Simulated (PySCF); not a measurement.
## Polarisability and C₆ of Ni (nickel, neutral)

[Ar] 3d8 4s2, high-spin 3F determinant. All numbers are calculated (PySCF 2.14, the spin-free X2C one-electron Hamiltonian (Gaussian nucleus), in aug-cc-pVDZ-DK). Coupled (time-dependent) response in atomic units; α is the mean over directions. A double-zeta set is small for polarisabilities.

```json
{"method": "UHF", "mean α (bohr³)": "61.61", "C₆ (like pair)": "530.8", "S(−4)": "2178"}
{"method": "PBE", "mean α (bohr³)": "46.51", "C₆ (like pair)": "365.5", "S(−4)": "1125"}
{"method": "PBE0", "mean α (bohr³)": "49.42", "C₆ (like pair)": "396.0", "S(−4)": "1282"}
{"method": "MN15", "mean α (bohr³)": "47.83", "C₆ (like pair)": "385.0", "S(−4)": "1140"}
```

S(−4) is the Cauchy moment in α(ω) = α(0) + S(−4) ω² + …

Reference α: 49 ± 3 bohr³ (recommended; Schwerdtfeger and Nagle, table of static dipole polarizabilities (2023 update)). Published C₆: 373.0 (Chu and Dalgarno (2004); Tang, Norbeck and Certain (1976)).

Hartree-Fock lies above the reference because it lacks correlation, which contracts the outer shell.

α(iu) at UHF:

```csv
u (hartree),α(iu) (bohr³)
0,61.61
0.0500,56.76
0.100,46.44
0.200,27.87
0.300,17.53
0.500,8.898
0.750,5.147
1.00,3.540
1.50,2.122
2.00,1.472
3.00,0.8588
5.00,0.4139
```

A single London oscillator, α(iu) = α/(1 + u²/ω²), gives C₆ = (3/4) ω α². Matching the computed C₆ needs ω = 4 × 530.8 / (3 × 61.61²) = 0.186 hartree.
